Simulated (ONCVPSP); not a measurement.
## bismuth (Bi), ONCV: configuration errors across variants

ONCVPSP 4.0.1 input, shortened (lines: element, Z, core and valence counts, functional; n l f; lmax; l rc ep ncon nbas qcut; lloc lpopt rc5 dvloc0; l nproj debl; icmod fcfact rcfact), LDA (Perdew-Wang 92), scalar-relativistic:

```
  Bi 83.00   13    2  -001012      upf
    1    0    2.00
    2    0    2.00
    2    1    6.00
    3    0    2.00
    3    1    6.00
    3    2   10.00
    4    0    2.00
    4    1    6.00
    4    2   10.00
    4    3   14.00
    5    0    2.00
    5    1    6.00
    5    2   10.00
    6    0    2.00
    6    1    2.00
    1
    0    1.65    0.00    4    7    3.80
    1    2.50    0.00    3    6    2.80
    4    1    1.55    6.00
    0    2    3.20
    1    2    2.10
    3    2.25    1.70
```

All-electron excitation energies from the reference (eV): (1) 6s2 6p3 -8.148; (2) 6s2 6p1 15.559; (3) 6s2 6p0 39.269; (4) 6s0 6p5 12.582.

2 further variants failed, have other tests or too few solved ones, and are left out.

A true bound ghost makes a file unfit for plane-wave use even where its test errors are small: the radial tests pick states by their node count and pass the ghost by.

Errors AE − PS in meV (a dash: test not solved or not reliable):

```csv
change,(1),(2),(3),(4),bound ghosts,GHOST(+) flags above zero
base,-38,-85,-419,-58,s,none
"core correction polynomial model core, fcfact 0.6",-7.4,-36,-192,-20,s,none
s: nproj 1,-38,-83,-411,-58,none,s
s: rc 1.66,-38,-85,-419,-57,s,none
"core correction Teter function, fcfact 2.25, rcfact 1.68",-35,-80,-400,-50,s,none
```

(1) Give the same row for: local potential polynomial inside 1.45 bohr (lpopt 3, dvloc0 0 Ha).

Results:

(1) -38, -85, -422, -58; bound ghosts: s; GHOST(+) flags above zero: p.
